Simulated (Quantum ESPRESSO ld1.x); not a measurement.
All-electron atom: the nickel ion Ni+ in [Ar] 3d9.

Method: scalar-relativistic Kohn-Sham, LDA (Slater exchange, Perdew-Zunger correlation), spin-unpolarised, spherical densities, point nucleus; computed with ld1.x of Quantum ESPRESSO 7.5.

Energy parts (hartree):
total: -1517.8150
kinetic: 1538.2250
electron-nucleus: -3642.0094
Hartree: 646.7378
exchange-correlation: -60.7684

Orbitals (lengths in bohr, moments of r in powers of bohr; <r^-3> diverges for s and p1/2):
| orbital | occ. | eigenvalue (hartree) | <r^2> | <r^-3> | <r^4> |
|---|---|---|---|---|---|
| 1s | 2 | -301.2920 | 0.003947 | - | 0.00004005 |
| 2s | 2 | -36.1036 | 0.07109 | - | 0.008793 |
| 2p | 6 | -31.1208 | 0.05702 | 623.4 | 0.006586 |
| 3s | 2 | -4.1845 | 0.6429 | - | 0.6791 |
| 3p | 6 | -2.7481 | 0.7324 | 78.64 | 0.9633 |
| 3d | 9 | -0.4888 | 1.579 | 6.485 | 7.665 |

The highest occupied level is 3d at -13.300 eV. Summed over all electrons, <r^2> = 20.38 bohr^2, which gives a Langevin (diamagnetic) susceptibility term of -16.1 x 10^-6 cm^3/mol. The density falls to 0.001 e/bohr^3 at r = 3.37 bohr.
